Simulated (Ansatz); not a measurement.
`ClC[SiH2]Br` + `CF` → `FC[SiH2]Br` + `CCl`  (formal exchange of groups at the Si–C bond)

Calculated with Ansatz (gas phase, PBE0-D4/def2-TZVP geometries, no zero-point term in ΔE). CBS: MP2 limit from def2 TZ/QZ plus the TZ coupled-cluster correction, frozen cores. This one scheme is used for every species. Functionals use def2-TZVPP. B3LYP here is the variant with VWN-RPA as its local correlation; programs differ in this. For Br outer-core shells are correlated without core-valence functions, which leaves a few kJ/mol of doubt a bond. Scalar relativity is left out up to krypton. One conformer a species, not always the lowest.

| level | ΔE (kJ/mol) | difference from CCSD(T)/CBS |
| --- | --- | --- |
| PBE-D4 | 7.2 | -3.9 |
| r2SCAN-D4 | 7.5 | -3.6 |
| PBE0-D4 | 9.0 | -2.1 |
| B3LYP-D4 | 8.6 | -2.5 |
| PBE | 4.3 | -6.8 |
| r2SCAN | 6.8 | -4.3 |
| PBE0 | 6.3 | -4.8 |
| B3LYP | 3.6 | -7.5 |
| MP2/def2-TZVPP | 14.1 | 3.0 |
| CCSD/def2-TZVPP | 9.9 | -1.2 |
| CCSD(T)/def2-TZVPP | 10.7 | -0.4 |
| HF/def2-QZVPP | 5.9 | -5.2 |
| MP2/def2-QZVPP | 14.3 | 3.2 |
| SCS-MP2/def2-QZVPP | 12.0 | 0.9 |
| HF/CBS(def2) | 5.9 | -5.2 |
| CCSD/CBS(def2) | 10.2 | -0.9 |
| CCSD(T)/CBS | 11.1 | 0 |

Largest T1 diagnostic among the species: 0.009.

In def2-TZVPP, CCSD(T) changes the Hartree–Fock value by +4.8 kJ/mol (the triples alone add +0.8 kJ/mol) and MP2 by +8.2 kJ/mol. The D4 term adds +4.9 kJ/mol with B3LYP and +2.7 kJ/mol with PBE0; it sums over pairs of atoms, weighted by their polarisabilities, and B3LYP, whose exchange is more repulsive, gets the larger term.
